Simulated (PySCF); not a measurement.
Species: C5H7F3OSi.
Z-matrix (Å and degrees, PBE0-D3(BJ)/def2-SVP geometry), rows numbered from 1:
```
F 
C   1  1.3457
F   2  1.3188  1  108.35
F   2  1.3394  1  106.03  3  -116.19
O   2  1.3299  1  112.40  3   120.32
C   5  1.4419  2  116.20  1    56.53
C   6  1.4984  5  108.74  2   163.20
C   7  1.3405  6  118.76  5   132.50
C   8  1.5055  7  119.82  6    -1.19
Si  9  1.8989  8  102.39  7    -9.22
H   6  1.1054  5  107.92  2    43.93
H   7  1.0947  6  118.80  5   -49.02
H   8  1.0958  7  120.47  6   177.91
H   9  1.1024  8  111.71  7  -131.77
H   9  1.1043  8  111.07  7   110.05
H  10  1.4915  6  113.85  5   109.92
H  10  1.4903  6  110.22  5   -14.63
```

Computed, not measured: TDDFT CAM-B3LYP/def2-SVPD, vertical, gas phase, core orbitals frozen in the response (PySCF 2.14.0, density-fitted response routines).

Frontier orbitals with the atoms that hold most of them (Löwdin shares over 4%, at most four atoms; ? is withheld):

```tsv
orbital	ε (eV)	atoms
LUMO+2	1.32	Si10 25%, H16 10%, C6 9%, H17 9%
LUMO+1	0.98	Si10 30%, C8 11%, C9 11%, H14 8%
LUMO	0.85	?
HOMO	-8.98	C7 29%, C8 28%, C6 11%, C9 8%
HOMO-1	-9.84	?
HOMO-2	-10.68	C9 24%, Si10 24%, C8 12%, H16 10%
HOMO-3	-11.17	Si10 38%, H17 26%, H16 20%, C9 5%
```

Task: Which atoms hold the LUMO, and with what shares?

Result: C8 (bonded to 2 C and H) 32%; C7 (bonded to 2 C and H) 26%; C9 (bonded to C, Si and 2 H) 7%; C6 (bonded to C, O, Si and H) 7%.

Task: Give the leading atoms of the HOMO-1.

Result: O5 (bonded to 2 C) 21%; C6 (bonded to C, O, Si and H) 18%; Si10 (bonded to 2 C and 2 H) 16%; C9 (bonded to C, Si and 2 H) 15%. By element: carbon 33% or more, oxygen 21%, silicon 16%.

Task: How does S1 compare with the orbital gap of 9.83 eV?

Result: S1 is at 6.69 eV (f = 0.087), 3.14 eV below the gap, made of HOMO→LUMO (83%), HOMO-1→LUMO (12%). 

Task: Give energy, strength and leading configuration of S1 and S2, and follow the Löwdin shares of the leading atoms from the occupied to the empty orbital.

Result: 
- S1 (6.69 eV, f 0.087), HOMO→LUMO (83%): C7 29% → 26%, C8 28% → 32%
- S2 (7.02 eV, f 0.012), HOMO→LUMO+1 (79%): C7 29% → at most 8%, C8 28% → 11%, Si10 at most 8% → 30%

Löwdin shares depend on the basis, the more so with diffuse functions.

On an Intel Xeon 6975P-C with one thread, no GPU, on a shared host, this took 3.8 min of wall time and 1.3 GiB of memory at its peak.

One conformer stands for the species.
